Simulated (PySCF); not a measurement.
# Argon: highly charged ions in a basis for the neutral atom

Ar⁸⁺ [Ne], Ar⁹⁺ [He] 2s2 2p5. Calculation: PySCF 2.14, in aug-cc-pVDZ-DK (5s4p2d, 27 functions); scalar relativity by spin-free X2C-1e. No spin-orbit coupling, so a gap to NIST mixes the basis error with missing relativistic terms.

Changed run: basis of the neutral atom used for a highly charged ion. This setting is unsound on purpose.

```
species  method  sound run (hartree)  changed run (hartree)  converged
   Ar⁸⁺     UHF              not run             -507.72063        yes
   Ar⁸⁺    TPSS              not run             -508.14884        yes
   Ar⁸⁺   B3LYP              not run             -508.09392        yes
   Ar⁹⁺     UHF              not run             -492.12308        yes
   Ar⁹⁺    TPSS              not run             -492.52001        yes
   Ar⁹⁺   B3LYP              not run             -492.44356        yes
```

Ionisation energy of Ar⁸⁺:

```json
{"method": "UHF", "changed run (eV)": "424.43", "NIST (eV)": "422.6 ± 0.06"}
{"method": "TPSS", "changed run (eV)": "425.28", "NIST (eV)": "422.6 ± 0.06"}
{"method": "B3LYP", "changed run (eV)": "425.87", "NIST (eV)": "422.6 ± 0.06"}
```

The contracted functions were made for the neutral atom and can be too rigid for a highly charged ion.
